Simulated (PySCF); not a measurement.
Z-matrix (Å, degrees):
```
Hf
S 1 2.4376
H 2 1.3558 1 92.25
S 1 2.4376 2 110.64 3 18.35
H 4 1.3557 1 92.18 2 100.09
S 1 2.4377 2 110.61 3 -100.27
H 6 1.3556 1 92.22 2 -18.39
S 1 2.4377 2 107.21 3 139.02
H 8 1.3558 1 92.19 2 139.11
```
Charge 0, spin multiplicity 1.

### Question
What charge on the central atom (Mulliken), dipole moment, LUMO, HOMO and HOMO–LUMO gap does PySCF with TPSSh-D3(BJ)/def2-TZVP // r2SCAN-D4/def2-SVP give?

### Answer

```json
{
 "charge on the central atom (Mulliken)": "1.02 e",
 "dipole_moment": "0.00 D",
 "LUMO": "-2.49 eV",
 "HOMO": "-7.32 eV",
 "HOMO–LUMO gap": "4.83 eV"
}
```
